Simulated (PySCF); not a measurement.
C₆ coefficients of unlike pairs at PBE0

Calculated with PySCF 2.14 from the dipole response of each species, C₆(A,B) = (3/π) ∫ α_A(iu) α_B(iu) du, in atomic units, from isotropic polarisabilities. For ions this is the dispersion term alone; charge-induced terms of lower order in 1/R come first.

| species | configuration | basis | relativity | α (bohr³) | C₆ (like pair) |
| --- | --- | --- | --- | --- | --- |
| Tc | [Kr] 4d5 5s2 (6S) | aug-cc-pVTZ-PP with ECP28MDF (6s6p5d3f2g) | core potential | 91.26 | 1051 |
| Be(2+) | 1s2 (1S) | aug-cc-pVDZ-DK (4s3p2d) | spin-free X2C | 0.02285 | 0.001735 |
| Pt(2+) | [Xe] 4f14 5d8 (3F) | aug-cc-pVTZ-PP with one added diffuse shell each of s, p, d, f, g type with ECP60MDF (7s7p6d4f3g) | core potential | 9.448 | 61.36 |
| Pt+ | [Xe] 4f14 5d9 (2D) | x2c-TZVPPall with one added diffuse shell each of s, p, d, f type (12s8p8d4f1g) | spin-free X2C | 16.08 | 120.8 |

**Question.** Estimate C₆ for Pt(2+) with Be(2+).

**Answer.** The integral gives 0.2671. The combination rule 2 C_A C_B / (C_A α_B/α_A + C_B α_A/α_B) gives 0.2459 and the geometric mean 0.3263.

No spin-orbit coupling is included.

The other pairs:

```csv
pair,C₆
"Be(2+), Tc",0.6432
"Pt+, Pt(2+)",85.26
"Pt+, Be(2+)",0.3476
"Pt+, Tc",307.9
"Pt(2+), Tc",201.8
```
